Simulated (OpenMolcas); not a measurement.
Computed levels of 3d⁴ in ions with 22 electrons, in cm-1 above ⁵D₀.

| Item | Value |
| --- | --- |
| Program | OpenMolcas |
| Method | CASSCF |
| Basis | ANO-RCC-VTZP |
| Scalar Hamiltonian | DKH2, point nucleus |
| Spin-orbit coupling | state interaction with AMFI integrals over the reference wave functions, term energies averaged over their components |

Active space for each ion: 4 electrons in 5 orbitals (3d).

```tsv
Level	V+	Cr2+	Mn3+	Co5+	Ni6+	Cu7+
⁵D₁	38.6	64.8	101	217	287	386
⁵D₂	115	193	299	636	836	1113
⁵D₃	228	379	586	1231	1607	2122
⁵D₄	374	621	954	1977	2563	3356
³H₄	15783	20113	23651	30771	33608	36734
³H₅	15861	20245	23859	31235	34228	37580
³H₆	15951	20397	24094	31735	34881	38441
³P₀(1)	17175	21815	25487	32571	35266	38126
³P₁(1)	17400	22196	26081	33850	36944	40357
```

Estimate ⁵D₄, ³H₄, ³H₅ for Fe4+ from its neighbours Mn3+ and Co5+.

⁵D₄ is fine structure, which grows about as the fourth power of a screened charge, so the fourth roots are averaged: ((954^0.25 + 1977^0.25) / 2)^4 = 1396. The calculation gives 1406, so the estimate is off by -0.7 %; the measured value is 1283 (Corliss and Sugar, J. Phys. Chem. Ref. Data 11, 135 (1982)).
³H₄ is another term, which grows about linearly with the charge: (23651 + 30771) / 2 = 27211. The calculation gives 27122, so the estimate is off by +0.3 %; the measured value is 24932 (Corliss and Sugar, J. Phys. Chem. Ref. Data 11, 135 (1982)).
³H₅ is another term, which grows about linearly with the charge: (23859 + 31235) / 2 = 27547. The calculation gives 27439, so the estimate is off by +0.4 %; the measured value is 25226 (Corliss and Sugar, J. Phys. Chem. Ref. Data 11, 135 (1982)).

Without dynamic correlation excited terms often stand tens of per cent too high (terms of higher spin than the ground term too low), and those without a measured partner can miss by more than the paired ones. Some high roots are left out of the spin-orbit mixing, which shifts the levels that they would mix with (holds for V+). Computed and measured levels are paired by configuration, term and J; levels that our copy of the source lacks, or whose pairing is in doubt (as where it misses far off the trend of its configuration), stay unpaired and out of the deviations. Levels of configurations outside the active space are missing.

A number in round brackets counts repeated terms of one configuration in the order of the reference energies.
